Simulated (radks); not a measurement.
Spherical quantum dot in the effective-mass picture: electrons in a hard-walled sphere of radius 6.99, all in effective atomic units (hartree* = m*/eps^2 hartree, bohr* = eps/m* bohr), one dielectric constant everywhere. Calculated with a radial shooting solver with Libxc functionals: non-relativistic Kohn-Sham, PBEsol, spin-polarised, spherical densities. Levels are named by radial order and angular momentum (1s, 1p, 1d, 2s, ...), and open shells are averaged over m. Results are scaled to m* = 0.043 and eps = 5.6, for which hartree* = 37.31 meV and bohr* = 6.892 nm.

N = 24, configuration 1s2 1p6 1d10 1f(up 6, down 0). This is the lowest configuration that the search found. Occupied levels:

| level | occupation | eigenvalue (meV) | <r> (nm) |
|---|---|---|---|
| 1s up | 1 | 157.07 | 35.55 |
| 1s down | 1 | 158.28 | 35.33 |
| 1p up | 3 | 158.62 | 36.00 |
| 1p down | 3 | 159.87 | 35.84 |
| 1d up | 5 | 161.57 | 36.54 |
| 1d down | 5 | 162.85 | 36.42 |
| 1f up | 6 | 165.79 | 37.08 |

Energy (meV): total 2060.13, kinetic 395.19, external 0, Hartree 1897.4, exchange-correlation -232.47.
